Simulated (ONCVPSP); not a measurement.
## Configuration tests for rhodium (ONCV)

ONCVPSP 4.0.1 input, shortened (lines: element, Z, core and valence counts, functional; n l f; lmax; l rc ep ncon nbas qcut; lloc lpopt rc5 dvloc0; l nproj debl; icmod fcfact rcfact), PW91, fully relativistic:

```
  Rh 45.00    6    4  -109134      upf
    1    0    2.00
    2    0    2.00
    2    1    6.00
    3    0    2.00
    3    1    6.00
    3    2   10.00
    4    0    2.00
    4    1    6.00
    4    2    8.00
    5    1    1.00
    3
    0    1.05    0.00    3    6    7.40
    1    1.70    0.00    4    8    7.60
    2    1.50    0.00    4    9    6.90
    3    1.40    0.38    4    7    8.40
    4    2    0.95    0.00
    0    2    3.80
    1    2    2.10
    2    2    0.40
    3    1    3.90
    3    5.75    1.25
```

Open shells are filled in proportion to 2j + 1.

Energies are relative to the spin-unpolarised reference configuration 4s2 4p6 4d8 5p1; without spin polarisation the order of configurations can differ from experiment.

Give the all-electron excitation energy and the error of the potential for: 4s2 4p6 4d8 5s1 5p0; 4s2 4p6 4d8 5p0; 4s2 4p6 4d7 5p0; 4s2 4p6 4d7 5s1 5p1.

```
valence configuration  charge  ΔE all-electron (eV)  error AE − PS (meV)
  4s2 4p6 4d8 5s1 5p0       0                -3.635                 -0.1
      4s2 4p6 4d8 5p0      +1                 3.891                 +0.1
      4s2 4p6 4d7 5p0      +2                23.474                 -0.1
  4s2 4p6 4d7 5s1 5p1       0                 3.001                 -0.3
```

These tests converged, but a pseudo level misses the all-electron one widely, so the file describes the atom poorly there or has found another state: 4s2 4p6 4d8 5s1 5p0: empty 5p by 5.5 eV.
